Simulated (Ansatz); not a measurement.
`S=CB(S)Cl` and `SB(Cl)Br` differ in one atom or group.

Ansatz, PBE0-D4/def2-TZVP geometries, multiplicity 1. Each molecule was computed in one conformer, which needn't be the lowest.

Scalar relativity is left out up to krypton. Spin–orbit coupling is left out; it splits and shifts lone-pair levels of the heavy atoms by tenths of an eV.

| property | `S=CB(S)Cl` |
| --- | --- |
| LUMO energy (ωB97M-V/def2-TZVPP) / eV | -1.42 |
| HOMO energy (B3LYP/def2-TZVPP) / eV | -6.53 |
| LUMO energy (PBE0/def2-TZVPP) / eV | -3.52 |
| HOMO energy (PBE0/def2-TZVPP) / eV | -6.78 |
| HOMO energy (ωB97M-V/def2-TZVPP) / eV | -9.00 |
| LUMO energy (B3LYP/def2-TZVPP) / eV | -3.66 |

(1) Give the same properties after the change, and the shifts. (Estimate.)

## Answers

(1) Ansatz gave: 
```tsv
property	`SB(Cl)Br`	shift
LUMO energy (ωB97M-V/def2-TZVPP) / eV	0.60	2.02
HOMO energy (B3LYP/def2-TZVPP) / eV	-8.04	-1.51
LUMO energy (PBE0/def2-TZVPP) / eV	-1.47	2.05
HOMO energy (PBE0/def2-TZVPP) / eV	-8.31	-1.53
HOMO energy (ωB97M-V/def2-TZVPP) / eV	-10.44	-1.44
LUMO energy (B3LYP/def2-TZVPP) / eV	-1.61	2.05
```

With PBE0 the HOMO falls by 1.53 eV and the LUMO rises by 2.05 eV, so the gap widens by about 3.58 eV. PBE moves the HOMO by -1.59 eV and ωB97M-V by -1.44 eV.

B3LYP here is the variant with VWN-RPA as its local correlation; programs differ in this.
